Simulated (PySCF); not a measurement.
# Radial density of In⁺ (indium, charge +1)

UHF, [Kr] 4d9 5s2 5p1, one real determinant (an excited configuration). Computed with PySCF 2.14 in aug-cc-pwCVDZ-PP with ECP28MDF (6s5p4d1f, 48 functions), with scalar relativity through the core potential. This is the valence pseudo-density: the core potential removes the inner electrons and smooths the orbitals near the nucleus.

| r (bohr) | 4πr²ρ (e/bohr) | 4πr²(ρα − ρβ) |
| --- | --- | --- |
| 0.0165 | 1.877e-05 | 0.0000 |
| 0.0278 | 4.673e-05 | 0.0000 |
| 0.0468 | 0.0001073 | 0.0000 |
| 0.0787 | 0.0004189 | 0.0000 |
| 0.132 | 0.004772 | 0.0004 |
| 0.223 | 0.07667 | 0.0063 |
| 0.375 | 1.645 | 0.1022 |
| 0.630 | 15.66 | 0.7642 |
| 1.06 | 16.55 | 0.9702 |
| 1.78 | 3.755 | 0.4831 |
| 3.00 | 1.076 | 0.3879 |
| 5.04 | 0.08377 | 0.0515 |
| 8.48 | 0.0007700 | 0.0007 |
| 14.3 | 3.260e-05 | 0.0000 |

⟨L²⟩ = 8.04 against 12 for a pure F term, so this real determinant mixes terms. Energies and moments cover only the electrons outside the core potential.
